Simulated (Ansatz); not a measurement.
Cost and result up the ladder for SnH3(NEt2) (C₄H₁₃NSn) (19 atoms). Charge 0, multiplicity 1. Geometry: PBE-D4/def2-SVP.

Cartesian coordinates in Å:
```
C -0.8642 -0.8797 0.3401
C -1.5830 -0.1001 1.4519
C 0.3496 0.9130 -0.8723
C -0.2572 0.7364 -2.2705
N 0.4107 -0.3328 -0.1113
Sn 2.0581 -0.6379 1.1064
H 1.9855 -2.3086 1.5413
H 3.4205 -0.2535 0.1164
H 2.0993 0.3448 2.5461
H -0.6935 -1.9259 0.6798
H -1.5468 -0.9699 -0.5372
H -0.9703 -0.0616 2.3778
H -1.7952 0.9462 1.1496
H -2.5530 -0.5739 1.7097
H -0.2064 1.7254 -0.3349
H 1.3866 1.2979 -0.9899
H 0.3005 -0.0339 -2.8408
H -1.3203 0.4231 -2.2281
H -0.2209 1.6910 -2.8342
```

Ansatz on 4 threads of Arm Neoverse V2 on a shared host. Times are rough, and most runs start from the orbitals of an earlier one. ωB97M-V/def2-TZVP serves as the yardstick here, not as an exact answer. Differences are given only for rows in sets of like size (and for xTB, whose basis is part of the method), since another set adds its own error. Binding counts from free atoms at the same level (C triplet, N quartet, Sn triplet, H doublet; other spins of the atoms weren't run), without zero-point energy or a counterpoise term.

In the def2 sets Sn takes a core potential; there is no spin–orbit coupling. Correlated methods freeze 9 core orbitals; core or outer-core shells of Sn are correlated, in sets that lack core-valence functions. The rows differ in basis, and correlated rows in double-zeta sets carry the largest basis error. Another isomer (singlet) lies 0.63 eV lower at PBE0-D4/def2-TZVP; other spin states weren't run for this one.

Correlated methods converge slowly with the basis, most of all in double-zeta sets.

| level | functions | binding energy per atom (eV) | difference from ωB97M-V/def2-TZVP (eV) |
| --- | --- | --- | --- |
| PBE-D4/def2-SVP | 161 | 3.74 | – |
| r2SCAN-D4/def2-TZVP | 283 | 3.65 | -0.01 |
| ωB97M-V/def2-TZVP | 283 | 3.66 | 0.00 |
| PBE0-D4/def2-SVP | 161 | 3.69 | – |
| PBE-D4/def2-TZVP (with forces) | 283 | 3.71 | 0.05 |
| MP2/def2-TZVP | 283 | 3.53 | -0.13 |
| CCSD(T)/def2-SVP | 161 | 3.50 | – |
| revPBE-D4/def2-TZVP | 283 | 3.63 | -0.02 |
| BHLYP-D4/def2-TZVP | 283 | 3.57 | -0.09 |
| PBE0-D4/def2-TZVP | 283 | 3.66 | 0.00 |

Estimate how long each takes.

PBE-D4/def2-SVP 2 s; PBE0-D4/def2-SVP 2.7 s; revPBE-D4/def2-TZVP 3.7 s; PBE-D4/def2-TZVP (with forces) 4.5 s; BHLYP-D4/def2-TZVP 6 s; MP2/def2-TZVP 6.5 s; PBE0-D4/def2-TZVP 7 s; r2SCAN-D4/def2-TZVP 7.5 s; ωB97M-V/def2-TZVP 17 s; CCSD(T)/def2-SVP 68 s. On shared hardware such times vary by a factor of up to 3.
